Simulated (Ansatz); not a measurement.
Geometry optimisation, RKS PBE-D4/def2-SVP (Ansatz 0.2.0).

The input (input.yaml):

```yaml
crystal:
  periodic: [false, false, false]
  atoms:
    - { symbol: Si, position_ang: [0.0, 0.0, 0.0] }
    - { symbol: O, position_ang: [0.0, 0.0, 1.68] }
    - { symbol: C, position_ang: [-1.1112, -0.3437, 2.4945] }
    - { symbol: H, position_ang: [-1.814, -0.9775, 1.9143] }
    - { symbol: H, position_ang: [-0.7584, -0.9037, 3.3856] }
    - { symbol: H, position_ang: [-1.6313, 0.5809, 2.8212] }
    - { symbol: H, position_ang: [1.3768, 0.0, -0.4862] }
    - { symbol: F, position_ang: [-0.7489, 1.2974, -0.5295] }
    - { symbol: F, position_ang: [-0.7489, -1.2974, -0.5295] }
basis:
  gaussian: { orbitals: def2-SVP }
hamiltonian:
  xc: pbe
  dispersion: d4
relax:
  f_tol: 0.02
  max_steps: 40
```

Command:

```bash
$ ansatz run input.yaml --threads 2 --pin off --max-ram 3072MiB --backend cpu --events-out ev --progress --plain --runs-dir out
```

Where does it end, and by what steps?

It converged. The force dipped under the threshold on the way, but the program's further checks kept it going. After 12 steps the energy has fallen by 0.107 eV; H5 moved furthest, 0.35 Å.

| step | energy less start (eV) | largest force component (eV/Å) | accepted |
| --- | --- | --- | --- |
| 0 | 0.0000 | 2.140 | yes |
| 1 | -0.0660 | 1.270 | yes |
| 2 | -0.0969 | 0.139 | yes |
| 3 | -0.0982 | 0.210 | yes |
| 4 | -0.1024 | 0.051 | yes |
| 5 | -0.1035 | 0.069 | yes |
| 6 | -0.1046 | 0.115 | yes |
| 7 | -0.1056 | 0.068 | yes |
| 8 | -0.1063 | 0.011 | yes |
| 9 | -0.1066 | 0.065 | yes |
| 10 | -0.1069 | 0.032 | yes |
| 11 | -0.1070 | 0.007 | yes |
| 12 | -0.1071 | 0.013 | yes |

```xyz
9
Properties=species:S:1:pos:R:3
Si 0.018 -0.011 0.015
O 0.037 -0.274 1.639
C -1.105 -0.376 2.482
H -1.770 -1.210 2.167
H -0.757 -0.575 3.515
H -1.695 0.567 2.483
H 1.415 0.005 -0.472
F -0.732 1.390 -0.335
F -0.847 -1.161 -0.745
```

Whether the end is a true minimum wasn't checked by a vibrational analysis.

Time of the run: 23 s on 2 threads of Arm Neoverse V1, on a shared host, peak memory 0.14 GiB.
